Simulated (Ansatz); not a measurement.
Input for Ansatz (a quantum-chemistry and plane-wave program): R-CCSD(T)/def2-SVP on GeH5P (SMILES [PH2][GeH3]), a point of a torsion scan. The run froze 19 orbitals, filled d shells among them.

Ansatz 0.2 input:
```yaml
crystal:
  periodic: [false, false, false]
  atoms:
    - {symbol: P, position_ang: [1.40872351, -0.37943561, 0.51884254]}
    - {symbol: Ge, position_ang: [-0.79294119, 0.06778543, 0.05816491]}
    - {symbol: H, position_ang: [1.83498647, 0.88794682, 0.14692430]}
    - {symbol: H, position_ang: [1.64955080, -0.88665953, -0.75128229]}
    - {symbol: H, position_ang: [-1.36893118, -0.84180761, -0.98699001]}
    - {symbol: H, position_ang: [-1.64405886, -0.11465423, 1.27815782]}
    - {symbol: H, position_ang: [-1.06509526, 1.46433912, -0.42375269]}
basis:
  gaussian:
    orbitals: def2-SVP
magnetization: {spin_polarized: false}
correlation: {method: ccsd_t, electrons: outside_noble_gas}
scf: {lower_state_search: off}
```

**Question.** Predict the final total energy.

**Answer.** -2418.9122 hartree (reference determinant -2418.6317, T1 diagnostic 0.011).
